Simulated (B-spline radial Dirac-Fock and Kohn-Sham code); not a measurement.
# Atomic SCF run for Ta⁷⁺

ΔSCF core binding energies without Breit or QED terms, calculated with a B-spline atomic structure program. Keys: rel is the Hamiltonian (dirac, or spin-free x2c and nr, where L3 and M5 stand for the whole 2p and 3d shells), method is hf or an exchange,correlation pair (spin-unpolarised, also for the hole states), nuc the nuclear model, radius_factor scales its radius, rmax is the box in bohr, h the logarithmic mesh step, order the B-spline order, points the quadrature points per cell, c_factor scales the speed of light, and damp, ndamp, maxit and tol steer the iteration. The run stops when the commutator error falls below 10·tol·max(1, Z/10), or the numerical noise floor, and the energy has settled to about 1e-8 Ha; the virial ratio is −V/T.

Input (task.json):

```json
{"items": [{"Z": 73, "q": 7, "cfg": [[1, 0, 2], [2, 0, 2], [2, 1, 6], [3, 0, 2], [3, 1, 6], [3, 2, 10], [4, 0, 2], [4, 1, 6], [4, 2, 10], [4, 3, 13], [5, 0, 2], [5, 1, 5]], "A": 181, "rrms": 5.3507, "do": "settings", "holes": ["K", "L3", "M5"],
  "settings": [{"rel": "dirac", "method": "lda,xyz", "nuc": "fermi", "radius_factor": 1.0, "rmax": 45.0, "h": 0.3, "order": 8, "points": 10, "c_factor": 1.0, "maxit": 93, "damp": 0.5, "ndamp": 3, "tol": 1e-08}]}]}
```

Command: `python xray2_run.py task.json out`

The program stops without a result: KeyError: "LibXCFunctional: name 'XYZ' not found.".

Q: One setting is unsound. Which, and why?

A: method names a functional that the program does not serve. With the default settings (Dirac Hartree-Fock): The ground state converged in 10 iterations, with total energy -15604.18687 Ha, virial ratio 1.89130 and highest orbital energy -137.87 eV. ΔSCF binding energies: K (1s) 67864.3 eV, L3 (2p3/2) 10027.6 eV, M5 (3d5/2) 1857.7 eV.
